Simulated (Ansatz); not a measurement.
Isolated molecules relaxed with PBE0-D4/def2-TZVP in Ansatz; ΔE leaves out vibrations. CBS: MP2 limit from def2 TZ/QZ plus the TZ coupled-cluster correction, frozen cores. This one scheme is used for every species. DFT in def2-TZVPP. def2 core potentials past Kr. For Y outer-core shells are correlated without core-valence functions, which leaves a few kJ/mol of doubt a bond. Each species was taken in one conformer, which may not be the lowest.

Consider the ligand exchange at a Y–N bond: `[NH2][Y]([OH])[OH]` + HCl → `[OH][Y]([OH])[Cl]` + NH₃.

```tsv
level	ΔE (kcal/mol)	difference from CCSD(T)/CBS
PBE-D4	-32.7	1.5
B97M-V	-35.8	-1.6
PBE0-D4	-34.7	-0.5
BHLYP-D4	-36.4	-2.2
ωB97X-V	-34.8	-0.6
PBE-QIDH	-35.4	-1.2
PBE	-32.8	1.4
PBE0	-34.8	-0.6
CAM-B3LYP	-34.3	-0.1
RPA@PBE/def2-TZVPP	-31.6	2.6
CCSD/def2-SVP	-34.3	-0.1
HF/def2-TZVPP	-39.6	-5.4
MP2/def2-TZVPP	-33.7	0.5
CCSD/def2-TZVPP	-33.9	0.3
SCS-MP2/def2-QZVPP	-34.1	0.1
MP2/CBS(def2)	-34.5	-0.3
CCSD(T)/CBS	-34.2	0
```

Largest T1 diagnostic among the species: 0.014.

From PBE to PBE0 (25 % exact exchange), in def2-TZVPP and without D4, ΔE moves by −2.0 kcal/mol. Leaving LDA and LC-ωPBE aside and taking each functional with its dispersion term where it has one, the values, not all of them listed here, spread over 4.2 kcal/mol, from BHLYP-D4 to BLYP-D4. LDA lies +1.0 kcal/mol from PBE without D4. In def2-TZVPP, CCSD(T) changes the Hartree–Fock value by +6.2 kcal/mol (the triples alone add +0.5 kcal/mol) and MP2 by +5.9 kcal/mol.
